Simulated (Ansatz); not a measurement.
Correlation energies of BrClZn, SMILES `[Cl][Zn][Br]` by basis set

Bond lengths: Cl1–Zn2 2.087 Å, Zn2–Br3 2.221 Å. Angles: Cl1–Zn2–Br3 180.0°.

The species carries charge 0 and has multiplicity 1. For Zn the d shell is correlated and the shells below it are frozen. Correlated methods include outer-core shells of Br, which these sets cover unevenly. Scalar relativity is left out up to krypton. The structure was optimised at the PBE0-D4/def2-TZVP level. Frozen core, restricted reference, the Gaussian-basis code of Ansatz.

```csv
basis,HF (Eh),MP2 corr.,CCSD corr.,(T),CCSD(T) total
def2-SVP,-4809.14201,-0.65160,-0.64328,-0.01444,-4809.79973
def2-TZVPP,-4809.86294,-0.95120,-0.92507,-0.03105,-4810.81906
def2-QZVPP,-4809.96824,-1.32704,–,–,–
```
